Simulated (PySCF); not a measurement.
Potential energy of SbO along the bond

Set-up: PySCF, scalar-relativistic core potentials, basis sets Sb def2-TZVPPD with ECP28, O def2-TZVPPD. Energies in eV from Sb + O in their ground configurations at the same level. State: ²Π (doublet), unpaired electrons π ↑.

All columns are M06. A positive dipole means Sb(−)O(+).

```json
{"R (Å)": "1.559", "E (eV)": "-2.549", "μ (D)": "-2.48", "Mulliken charge on Sb (basis-dependent)": "0.43", "HOMO (eV)": "-4.78", "LUMO (eV)": "-3.01", "Mayer bond order": "1.79", "⟨S²⟩": "0.75"}
{"R (Å)": "1.632", "E (eV)": "-3.689", "μ (D)": "-2.86", "Mulliken charge on Sb (basis-dependent)": "0.44", "HOMO (eV)": "-4.96", "LUMO (eV)": "-3.19", "Mayer bond order": "1.81", "⟨S²⟩": "0.75"}
{"R (Å)": "1.704", "E (eV)": "-4.308", "μ (D)": "-3.21", "Mulliken charge on Sb (basis-dependent)": "0.46", "HOMO (eV)": "-5.14", "LUMO (eV)": "-3.36", "Mayer bond order": "1.82", "⟨S²⟩": "0.75"}
{"R (Å)": "1.759", "E (eV)": "-4.525", "μ (D)": "-3.46", "Mulliken charge on Sb (basis-dependent)": "0.48", "HOMO (eV)": "-5.27", "LUMO (eV)": "-3.50", "Mayer bond order": "1.83", "⟨S²⟩": "0.75"}
{"R (Å)": "1.813", "E (eV)": "-4.587", "μ (D)": "-3.69", "Mulliken charge on Sb (basis-dependent)": "0.50", "HOMO (eV)": "-5.40", "LUMO (eV)": "-3.63", "Mayer bond order": "1.84", "⟨S²⟩": "0.75"}
{"R (Å)": "1.867", "E (eV)": "-4.531", "μ (D)": "-3.91", "Mulliken charge on Sb (basis-dependent)": "0.52", "HOMO (eV)": "-5.53", "LUMO (eV)": "-3.75", "Mayer bond order": "1.85", "⟨S²⟩": "0.75"}
{"R (Å)": "1.940", "E (eV)": "-4.324", "μ (D)": "-4.18", "Mulliken charge on Sb (basis-dependent)": "0.55", "HOMO (eV)": "-5.68", "LUMO (eV)": "-3.92", "Mayer bond order": "1.87", "⟨S²⟩": "0.76"}
{"R (Å)": "2.031", "E (eV)": "-3.926", "μ (D)": "-4.48", "Mulliken charge on Sb (basis-dependent)": "0.57", "HOMO (eV)": "-5.87", "LUMO (eV)": "-4.13", "Mayer bond order": "1.89", "⟨S²⟩": "0.77"}
{"R (Å)": "2.139", "E (eV)": "-3.349", "μ (D)": "-4.59", "Mulliken charge on Sb (basis-dependent)": "0.56", "HOMO (eV)": "-6.06", "LUMO (eV)": "-4.33", "Mayer bond order": "1.84", "⟨S²⟩": "0.90"}
{"R (Å)": "2.284", "E (eV)": "-2.637", "μ (D)": "-4.13", "Mulliken charge on Sb (basis-dependent)": "0.49", "HOMO (eV)": "-6.19", "LUMO (eV)": "-4.22", "Mayer bond order": "1.38", "⟨S²⟩": "1.39"}
```

A fit through these points gives, at Re = 1.812 Å, μ = -3.68 D and dμ/dR = -4.20 D/Å; the reduced mass is 14.13 u.

Q: How strong is the fundamental in the double-harmonic approximation, I = 42.26·(dμ/dR)²/μred km/mol?

A: I = 42.26·(-4.20)²/14.13 = 52.8 km/mol at M06.

⟨S²⟩ of the unrestricted solution departs from its pure value on part of the curve, where spin states mix. These are scalar-relativistic numbers at best; spin–orbit coupling would shift them, the dissociation energy most. The state was picked by a PBE0 search and need not be the measured ground state.
